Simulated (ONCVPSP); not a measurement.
## An all-electron radial function and its pseudo partner (Au)

Columns: radius, all-electron u(r) and pseudo u(r) of the 5p shell (level -60.97 eV) of gold in the configuration [Kr] 4d10 4f14 5s2 5p6 5d10 6s0.5 6p0.5; PBE, scalar-relativistic, ONCV scheme, ONCVPSP 4.0.1.

```
r (bohr)  all-electron  pseudo
   0.090        0.1889  0.0262
   0.180        0.2303  0.1016
   0.270       -0.4197  0.2183
   0.360       -0.6011  0.3636
   0.450       -0.3210  0.5228
   0.540        0.1263  0.6803
   0.630        0.5440  0.8216
   0.720        0.8527  0.9354
   0.810        1.0400  1.0139
   0.900        1.1244  1.0541
   0.990        1.1312  1.0566
   1.080        1.0855  1.0258
   1.170        1.0082  0.9684
   1.260        0.9145  0.8920
   1.350        0.8151  0.8046
   1.440        0.7169  0.7131
   1.530        0.6240  0.6232
   1.620        0.5389  0.5388
   1.710        0.4623  0.4623
   1.800        0.3946  0.3945
   1.890        0.3354  0.3353
   1.980        0.2841  0.2841
   2.070        0.2400  0.2399
   2.160        0.2022  0.2021
   2.250        0.1700  0.1700
   2.340        0.1427  0.1427
```

Q: How many radial nodes do the two functions have?

A: The all-electron 5p function has n − l − 1 = 3 (the table is too coarse to show those close to the nucleus); the pseudo-wave has 0, since the states of the same l below it are removed with the core.

Q: At about which radius was the pseudo-wave matched?

A: 1.80 bohr. The columns agree to 0.0005 from 1.62 bohr on; several derivatives are matched, so the curves merge somewhat inside the radius.

Q: Is the pseudo-wave norm-conserving?

A: Yes: the ONCV scheme keeps the norm inside the radius equal to the all-electron one, which fixes the energy derivative of the logarithmic derivative at the level.
